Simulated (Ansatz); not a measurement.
`[SH][Hf]([SH])([SH])[Cl]` at its PBE0-D4/def2-TZVP geometry, where that method's forces vanish. The species carries charge 0 and has multiplicity 1. Hf: def2 effective core potential.

| atom | x (Å) | y (Å) | z (Å) |
| --- | --- | --- | --- |
| S1 | -1.335 | -1.433 | 1.025 |
| Hf2 | 0.208 | 0.325 | 0.401 |
| S3 | 1.452 | -0.406 | -1.551 |
| S4 | -1.186 | 2.211 | -0.193 |
| Cl5 | 1.667 | 0.844 | 2.142 |
| H6 | -0.315 | -2.182 | 1.494 |
| H7 | 0.487 | -1.310 | -1.817 |
| H8 | -0.979 | 1.952 | -1.500 |

Problem. For each bond, give half the difference of the two atoms' forces along it (eV/Å; positive pushes the atoms apart) under PBE-D4, r2SCAN-D4, B3LYP-D4, ωB97M-V in def2-TZVPP. (Estimate.)

Solution. Computed: 
```json
{"bond": "S1–Hf2", "length (Å)": "2.421", "PBE-D4": "0.07", "r2SCAN-D4": "0.05", "B3LYP-D4": "0.11", "ωB97M-V": "0.03"}
{"bond": "S1–H6", "length (Å)": "1.350", "PBE-D4": "0.24", "r2SCAN-D4": "0.00", "B3LYP-D4": "-0.02", "ωB97M-V": "-0.08"}
{"bond": "Hf2–S3", "length (Å)": "2.427", "PBE-D4": "0.07", "r2SCAN-D4": "0.05", "B3LYP-D4": "0.10", "ωB97M-V": "0.03"}
{"bond": "Hf2–S4", "length (Å)": "2.420", "PBE-D4": "0.11", "r2SCAN-D4": "0.07", "B3LYP-D4": "0.11", "ωB97M-V": "0.04"}
{"bond": "Hf2–Cl5", "length (Å)": "2.330", "PBE-D4": "0.09", "r2SCAN-D4": "0.07", "B3LYP-D4": "0.13", "ωB97M-V": "0.08"}
{"bond": "S3–H7", "length (Å)": "1.348", "PBE-D4": "0.24", "r2SCAN-D4": "0.00", "B3LYP-D4": "-0.02", "ωB97M-V": "-0.07"}
{"bond": "S4–H8", "length (Å)": "1.348", "PBE-D4": "0.24", "r2SCAN-D4": "0.00", "B3LYP-D4": "-0.02", "ωB97M-V": "-0.07"}
```

B3LYP here is the variant with VWN-RPA as its local correlation; programs differ in this.
